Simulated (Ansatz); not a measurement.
One change: `FB([SiH3])[SeH]` becomes `[SiH3]B(Cl)[SeH]`.

Ansatz, PBE0-D4/def2-TZVP geometries, multiplicity 1. Each molecule was computed in one conformer, which needn't be the lowest.

Scalar relativity is left out up to krypton.

| property | `FB([SiH3])[SeH]` |
| --- | --- |
| LUMO energy (B3LYP/def2-TZVPP) / eV | -1.65 |
| HOMO energy (B3LYP/def2-TZVPP) / eV | -7.61 |
| HOMO energy (PBE0/def2-TZVPP) / eV | -7.85 |
| HOMO energy (ωB97M-V/def2-TZVPP) / eV | -9.97 |
| HOMO–LUMO gap (PBE0/def2-TZVPP) / eV | 6.36 |
| HOMO–LUMO gap (ωB97M-V/def2-TZVPP) / eV | 10.47 |

Problem. Give the same properties after the change, and the shifts. (Estimate.)

Solution. Ansatz gave: 
| property | `[SiH3]B(Cl)[SeH]` | shift |
| --- | --- | --- |
| LUMO energy (B3LYP/def2-TZVPP) / eV | -2.09 | -0.44 |
| HOMO energy (B3LYP/def2-TZVPP) / eV | -7.65 | -0.04 |
| HOMO energy (PBE0/def2-TZVPP) / eV | -7.89 | -0.04 |
| HOMO energy (ωB97M-V/def2-TZVPP) / eV | -9.99 | -0.02 |
| HOMO–LUMO gap (PBE0/def2-TZVPP) / eV | 5.94 | -0.42 |
| HOMO–LUMO gap (ωB97M-V/def2-TZVPP) / eV | 10.01 | -0.46 |

B3LYP here is the variant with VWN-RPA as its local correlation; programs differ in this.

Spin–orbit coupling is left out; it splits and shifts lone-pair levels of the heavy atoms by tenths of an eV.
